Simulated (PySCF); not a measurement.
Si(Me)3(vinyl) (C₅H₁₂Si), SMILES C=C[Si](C)(C)C.

The structure is a stationary point at PBE-D3(BJ)/def2-SVP. The geometry has at least one imaginary mode, so it is a saddle point at that level. The isomer is the one that the SMILES or the coordinates give; other isomers of the formula were not compared. One conformer was computed; it need not be the lowest.

Method: PySCF with ωB97X/def2-TZVP.

The molecule is in vacuum.

Question: Estimate the frontier levels, gap, dipole moment. (An estimate is asked for; the answer gives what the named calculation found.)

Answer: 
| Quantity | Result |
|---|---|
| highest occupied level | -9.88 eV |
| lowest empty level | 1.80 eV |
| orbital gap | 11.68 eV |
| dipole moment | 0.019 e·Å |
| quadrupole, principal values (traceless, Buckingham form, about the centre of nuclear charge) | -3.18, 1.21, 1.98 D·Å |
